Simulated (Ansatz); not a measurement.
Two isomers of C3H7FGe: A = `C=C[CH2][GeH2][F]`, B = `C/C(F)=[CH]/[GeH3]`.

Calculated with Ansatz (gas phase, PBE0-D4/def2-TZVP geometries, no zero-point term in ΔE). CCSD(T)/CBS adds triple-zeta CCSD(T) − MP2 to the extrapolated MP2 energy (def2 sets, frozen cores). Functionals use def2-TZVPP. For Ge outer-core shells are correlated without core-valence functions, which leaves a few kJ/mol of doubt a bond. Scalar relativity is left out up to krypton. Each species was taken in one conformer, which may not be the lowest.

A:

Z-matrix (Å, degrees):
```
C
C 1 1.487
Ge 1 1.956 2 111.3
H 1 1.094 2 111.5 3 -118.5
H 1 1.094 2 111.6 3 120.6
C 2 1.327 1 125.1 3 -109.6
H 2 1.088 1 115.9 3 68.6
F 3 1.748 1 105.7 2 -59.6
H 3 1.539 1 113.4 2 -174.8
H 3 1.536 1 112.9 2 55.6
H 6 1.086 2 121.6 1 -1.7
H 6 1.083 2 121.3 1 178.5
```

B:

Z-matrix (Å, degrees):
```
C
C 1 1.481
H 1 1.094 2 110.2
H 1 1.094 2 110.2 3 -118.4
H 1 1.089 2 110.7 3 120.8
F 2 1.351 1 111.3 3 59.3
C 2 1.323 1 129.6 3 -120.7
Ge 7 1.936 2 123.2 1 180.0
H 7 1.083 2 116.9 1 -0.0
H 8 1.537 7 110.9 2 60.6
H 8 1.537 7 110.9 2 -60.5
H 8 1.537 7 108.0 2 -180.0
```

Problem. Which is lower in electronic energy at CCSD(T)/CBS, and by how much? (Estimate.)

Solution. Computed: A, by 27.6 kcal/mol.

Problem. Give E(B) − E(A) in kcal/mol with MP2/def2-TZVPP, BLYP-D4, B2PLYP, ωB97M-V, CCSD/def2-TZVPP, r2SCAN-D4, LDA (SPW92). (Estimate.)

Solution. Computed: MP2/def2-TZVPP 28.4, BLYP-D4 25.5, B2PLYP 26.8, ωB97M-V 25.3, CCSD/def2-TZVPP 27.0, r2SCAN-D4 24.5, LDA (SPW92) 19.8. None reverses the order clearly.

Problem. Does the order hold for the free energy at 298.15 K (harmonic terms from PBE0-D4)? (An estimate is asked.)

Solution. The calculation gave: Yes: G(B) − G(A) = +25.9 kcal/mol, for one conformer each. Modes under 60 cm⁻¹, often nearly free rotors, make the harmonic entropy too high.

Largest T1 diagnostic: 0.012.

At CCSD(T), def2-SVP lies −4.4 kcal/mol from the extrapolated value and def2-TZVPP −1.0 kcal/mol. From PBE to PBE0 (25 % exact exchange), in def2-TZVPP and without D4, E(B) − E(A) moves by +0.7 kcal/mol.
